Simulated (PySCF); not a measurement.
BH3OS. Atoms are numbered in the order given.

```xyz
6

B     -0.5666    -0.5903     0.0000
H     -1.7473    -0.7336     0.0000
O      0.2071    -1.7066     0.0000
H      1.1586    -1.5457     0.0000
S      0.0259     1.1248     0.0000
H      1.3504     0.8866     0.0000
```
Charge 0, spin multiplicity 1.

Geometry optimised at TPSSh-D3(BJ)/def2-TZVP. One conformer was computed; it need not be the lowest.

All values below come from PySCF 2.14.0 with TDA-M06-2X/def2-SVPD.

Vertical excitations. The molecule is in vacuum. State labels are in the subgroup Cs.

| state | symmetry | energy (eV) | λ (nm) | f | main pairs |
|---|---|---|---|---|---|
| S1 | A" | 6.37 | 195 | 0.013 | HOMO→LUMO 59 %, HOMO→LUMO+4 26 % |
| S2 | A' | 6.99 | 177 | 0.158 | HOMO→LUMO+1 89 % |
| S3 | A" | 7.15 | 173 | 0.014 | HOMO−1→LUMO+1 69 %, HOMO→LUMO 14 % |
| S4 | A" | 7.32 | 169 | 0.020 | HOMO→LUMO+4 34 %, HOMO−1→LUMO+1 24 %, HOMO→LUMO 21 %, HOMO→LUMO+3 7 % |
| S5 | A" | 7.71 | 161 | 0.017 | HOMO→LUMO+2 85 % |
| S6 | A' | 7.89 | 157 | 0.012 | HOMO−1→LUMO 86 % |
| S7 | A" | 8.07 | 154 | 0.026 | HOMO→LUMO+3 74 %, HOMO→LUMO+4 19 % |
| S8 | A' | 8.68 | 143 | 0.008 | HOMO−1→LUMO+2 44 %, HOMO−1→LUMO+4 24 %, HOMO−1→LUMO+3 8 % |
| S9 | A" | 8.73 | 142 | 0.005 | HOMO−2→LUMO+1 86 % |
| S10 | A' | 8.73 | 142 | 0.004 | HOMO→LUMO+5 89 % |
| T1 | A' | 5.85 | 212 | 0 | HOMO→LUMO+1 97 % |
| T2 | A" | 6.08 | 204 | 0 | HOMO→LUMO 46 %, HOMO→LUMO+4 34 %, HOMO→LUMO+2 7 % |
| T3 | A" | 6.80 | 182 | 0 | HOMO−1→LUMO+1 91 % |
| T4 | A" | 7.11 | 174 | 0 | HOMO→LUMO 46 %, HOMO→LUMO+4 29 %, HOMO→LUMO+7 10 % |
Triplets are in the Tamm–Dancoff approximation.
